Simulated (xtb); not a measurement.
Hf(F)2(OH)2 (F₂H₂HfO₂), SMILES [OH][Hf]([OH])([F])[F], multiplicity 1. All values are semi-empirical tight-binding results from xtb (GFN2-xTB unless named), good for trends rather than for accurate numbers. Geometry optimised at GFN2-xTB. The multiplicity is an assumed one; no other spin state was optimised. The structure was generated by enumeration; whether it is a known compound was not checked. Other conformers were not sampled.

For metal compounds this method's bond lengths and energies can be far off.

```yaml
orbital_gap: 5.17 eV
zero_point_energy: 15.8 kcal/mol
G − E(el) at 298.15 K (modified RRHO): -6.1 kcal/mol
```
